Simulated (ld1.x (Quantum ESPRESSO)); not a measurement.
## Pseudopotential generation for antimony: ultrasoft, PBEsol, scalar-relativistic.

Input for ld1.x (Quantum ESPRESSO) 7.5:

```
&input
   title='Sb', zed=51., rel=1, dft='PBESOL', iswitch=3,
   config='[Kr] 4d10 5s2 5p2',
   nld=3, rlderiv=2.15, eminld=-5.0, emaxld=5.0, deld=0.02
 /
 &inputp
   pseudotype=3, tm=.true., lloc=-1, rcloc=0.95,
   nlcc=.true., new_core_ps=.true., rcore=0.50,
   file_pseudopw='Sb.UPF', file_wfcaegen='ae.wfc', file_wfcncgen='nc.wfc', file_beta='beta', file_chi='chi', file_wfcusgen='us.wfc'
 /
6
5S  1  0   2.00   0.00  1.25  1.65  0.0
5S  1  0   0.00  -1.15  1.25  1.65  0.0
5P  2  1   2.00   0.00  1.75  1.95  0.0
5P  2  1   0.00   3.55  1.75  1.95  0.0
4D  3  2  10.00   0.00  1.00  1.05  0.0
4D  3  2   0.00   0.20  1.00  1.05  0.0
 &test
   configts(1)='4d10 5s2 5p2'
 /
```

Command:

```bash
ld1.x < Sb.in > Sb.out
```

Resulting log (shortened: banner, matrices, multipoles, cross overlaps and the repeated all-electron block are left out):

```
[... start of the log left out ...]
       Zero norm: self consistency problem; state:  2 (l=  0, j=0.0)
       Zero norm: self consistency problem; state:  2 (l=  0, j=0.0)
       Zero norm: self consistency problem; state:  2 (l=  0, j=0.0)
       Zero norm: self consistency problem; state:  1 (l=  2, j=0.0)
       Zero norm: self consistency problem; state:  2 (l=  0, j=0.0)
       Zero norm: self consistency problem; state:  2 (l=  0, j=0.0)
       Zero norm: self consistency problem; state:  2 (l=  0, j=0.0)
       Zero norm: self consistency problem; state:  2 (l=  0, j=0.0)
       Zero norm: self consistency problem; state:  2 (l=  0, j=0.0)
       Zero norm: self consistency problem; state:  1 (l=  2, j=0.0)
       Zero norm: self consistency problem; state:  2 (l=  0, j=0.0)
       Zero norm: self consistency problem; state:  2 (l=  0, j=0.0)
       Zero norm: self consistency problem; state:  2 (l=  0, j=0.0)
       Zero norm: self consistency problem; state:  2 (l=  0, j=0.0)
       Zero norm: self consistency problem; state:  1 (l=  2, j=0.0)
       Zero norm: self consistency problem; state:  2 (l=  0, j=0.0)
       Zero norm: self consistency problem; state:  2 (l=  0, j=0.0)
       Zero norm: self consistency problem; state:  2 (l=  0, j=0.0)
       Zero norm: self consistency problem; state:  1 (l=  2, j=0.0)
       Zero norm: self consistency problem; state:  2 (l=  0, j=0.0)
       Zero norm: self consistency problem; state:  2 (l=  0, j=0.0)
       Zero norm: self consistency problem; state:  2 (l=  0, j=0.0)
       Zero norm: self consistency problem; state:  2 (l=  0, j=0.0)
       Zero norm: self consistency problem; state:  1 (l=  2, j=0.0)
       Zero norm: self consistency problem; state:  2 (l=  0, j=0.0)
       Zero norm: self consistency problem; state:  2 (l=  0, j=0.0)
       Zero norm: self consistency problem; state:  2 (l=  0, j=0.0)
       Zero norm: self consistency problem; state:  1 (l=  2, j=0.0)
       Zero norm: self consistency problem; state:  2 (l=  0, j=0.0)

 %%%%%%%%%%%%%%%%%%%%%%%%%%%%%%%%%%%%%%%%%%%%%%%%%%%%%%%%%%%%%%%%%%%%%%%%%%%%%%
     Error in routine chargeps (1):
     negative rho
 %%%%%%%%%%%%%%%%%%%%%%%%%%%%%%%%%%%%%%%%%%%%%%%%%%%%%%%%%%%%%%%%%%%%%%%%%%%%%%

     stopping ...
```

The run stopped because the pseudo-density turned negative during the self-consistent test, most likely because a state had been found with a wrong node count and its wave set to zero before.

The run took about 0.94 s on one core of a shared server CPU.
